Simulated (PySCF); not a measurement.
H₉Si₄, SMILES [SiH2][SiH2][SiH2][SiH3], multiplicity 2. Atoms are numbered in the order given.

```xyz
13

Si     0.1586     2.9843     0.0000
Si    -0.8332     0.8894     0.0000
Si     0.8156    -0.7664     0.0000
Si    -0.1885    -2.8743     0.0000
H      0.9877     3.2249     1.2204
H      0.9877     3.2249    -1.2204
H     -1.6898     0.7365     1.2142
H     -1.6898     0.7365    -1.2142
H      1.6722    -0.5995    -1.2131
H      1.6722    -0.5995     1.2131
H      0.8235    -3.9715     0.0000
H     -1.0490    -3.0077     1.2128
H     -1.0490    -3.0077    -1.2128
```
Charge 0, spin multiplicity 2.

The structure is a stationary point at ωB97X-D3(BJ)/def2-SVP. The isomer is the one that the SMILES or the coordinates give; other isomers of the formula were not compared. One conformer was computed; it need not be the lowest.

Level of theory: PBE0/pcH-1 (PySCF).

Unrestricted Kohn–Sham, ⟨S²⟩ = 0.754. Hyperfine tensors hold the contact and dipolar terms, without spin-orbit corrections.

Computed hyperfine couplings:
```csv
nucleus,A(iso) (MHz),A(iso) (G),dipolar principal values (MHz)
29Si no. 1,-388.9,-138.8,"-164.3, 82.1, 82.1"
29Si no. 2,-0.8,-0.3,"-7.4, 2.0, 5.4"
29Si no. 3,-47.5,-16.9,"-11.4, 5.0, 6.4"
29Si no. 4,-19.8,-7.1,"-5.1, 2.3, 2.8"
1H no. 5,0.2,0.1,"-9.6, 1.7, 7.9"
1H no. 6,0.2,0.1,"-9.6, 1.7, 7.9"
1H no. 7,0.3,0.1,"-2.3, -1.1, 3.3"
1H no. 8,0.3,0.1,"-2.3, -1.1, 3.3"
1H no. 9,-2.4,-0.9,"-1.5, -0.4, 1.9"
1H no. 10,-2.4,-0.9,"-1.5, -0.4, 1.9"
1H no. 11,10.1,3.6,"-0.6, -0.1, 0.7"
1H no. 12,-1.3,-0.5,"-0.6, -0.2, 0.8"
1H no. 13,-1.3,-0.5,"-0.6, -0.2, 0.8"
```
